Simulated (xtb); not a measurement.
PbI₃, SMILES [I][Pb-]([I])[I], charge -1. All values are semi-empirical tight-binding results from xtb (GFN2-xTB unless named), good for trends rather than for accurate numbers. Geometry optimised at GFN2-xTB. The isomer is the one that the SMILES or the coordinates give; other isomers of the formula were not compared.

Optimised geometry:

Bonds (Å): Pb1–I2 2.845, Pb1–I3 2.845, Pb1–I4 2.845. Angles (°): I2–Pb1–I3 102.7, I2–Pb1–I4 102.7, I3–Pb1–I4 102.7.
Charge -1, spin multiplicity 1.

For metal compounds this method's bond lengths and energies can be far off.

Computed properties:
```
Quantity                                        Value
-------------------------------------  --------------
point group as xtb finds it                       C3v
orbital gap                                   5.61 eV
zero-point energy                        0.8 kcal/mol
G − E(el) at 298.15 K (modified RRHO)  -23.0 kcal/mol
```

Computed atomic charges and the Wiberg bond orders between heavy atoms:
charges (e) Pb1 0.41, I2 -0.47, I3 -0.47, I4 -0.47. Bond orders Pb1–I2 0.73, Pb1–I3 0.73, Pb1–I4 0.73.
